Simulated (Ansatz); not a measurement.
Computed with Ansatz on PBE0-D4/def2-TZVP structures; ΔE is electronic, products minus reactants. CCSD(T)/CBS is the MP2 limit (def2-TZVPP, def2-QZVPP) plus CCSD(T) − MP2 in def2-TZVPP, frozen cores. This one scheme is used for every species. Functionals use def2-TZVPP. B3LYP here is the variant with VWN-RPA as its local correlation; programs differ in this. Each species was taken in one conformer, which may not be the lowest.

Consider the ligand exchange at a B–C bond: `BCCl` + `CN[SiH2][SiH3]` → `BN(C)[SiH2][SiH3]` + `CCl`.

`BCCl`:

Cartesian coordinates in Å:
```
B 0.504 -0.661 -0.432
C -0.388 0.363 0.312
Cl 0.101 2.075 0.224
H 0.172 -1.810 -0.372
H 1.479 -0.347 -1.043
H -0.452 0.090 1.372
H -1.417 0.291 -0.060
```

`CN[SiH2][SiH3]`:

Cartesian coordinates in Å:
```
C 0.382 -0.644 -1.837
N 1.065 -0.692 -0.562
Si 0.228 -0.628 0.942
Si -0.978 1.355 1.336
H -0.552 -1.209 -1.772
H 0.985 -1.114 -2.618
H 0.128 0.372 -2.168
H 1.996 -0.307 -0.588
H 1.245 -0.793 2.016
H -0.742 -1.759 0.989
H -1.978 1.592 0.256
H -0.066 2.533 1.374
H -1.711 1.293 2.632
```

`BN(C)[SiH2][SiH3]`:

Z-matrix (Å, degrees):
```
C
N 1 1.458
H 1 1.095 2 111.0
H 1 1.090 2 109.8 3 120.1
H 1 1.094 2 111.0 3 -119.9
Si 2 1.758 1 115.8 3 60.0
B 2 1.393 1 121.8 3 -120.0
Si 6 2.336 2 112.2 1 -180.0
H 6 1.492 2 108.4 1 -57.4
H 6 1.492 2 108.4 1 57.4
H 7 1.200 2 119.4 1 180.0
H 7 1.199 2 119.8 1 -0.0
H 8 1.486 6 111.3 2 61.3
H 8 1.486 6 111.3 2 -61.3
H 8 1.490 6 107.3 2 180.0
```

`CCl`:

Z-matrix (Å, degrees):
```
C
Cl 1 1.773
H 1 1.088 2 108.6
H 1 1.087 2 108.7 3 -120.0
H 1 1.088 2 108.7 3 120.0
```

```
            species  B3LYP-D4 energy (Eh)
             `BCCl`            -525.60242
   `CN[SiH2][SiH3]`            -677.38658
`BN(C)[SiH2][SiH3]`            -702.88491
              `CCl`            -500.16164
```

Question: Work out ΔE.

Answer: ΔE = (-702.88491) + (-500.16164) − (-525.60242) − (-677.38658) = -0.05755 Eh = -151.1 kJ/mol. CCSD(T)/CBS gives -153.4 kJ/mol.

Question: What do rigid-rotor, harmonic-oscillator terms from PBE0-D4/def2-TZVP frequencies (298.15 K, 1 bar) make of the CCSD(T)/CBS value? (Best estimate.)

Answer: Ansatz gave: ΔZPE = +7.7 kJ/mol, ΔH = -147.6 kJ/mol, ΔS = -34 J/(mol·K), ΔG = -137.3 kJ/mol.

Largest T1 diagnostic among the species: 0.013.

In def2-TZVPP, CCSD(T) changes the Hartree–Fock value by −18.6 kJ/mol (the triples alone add −3.8 kJ/mol) and MP2 by −21.1 kJ/mol. Leaving LDA and LC-ωPBE aside and taking each functional with its dispersion term where it has one, the values, not all of them listed here, spread over 5.0 kJ/mol, from BLYP-D4 to B97M-V. LDA lies −12.1 kJ/mol from PBE without D4. At CCSD(T), def2-SVP lies −13.8 kJ/mol from the extrapolated value and def2-TZVPP −2.6 kJ/mol.
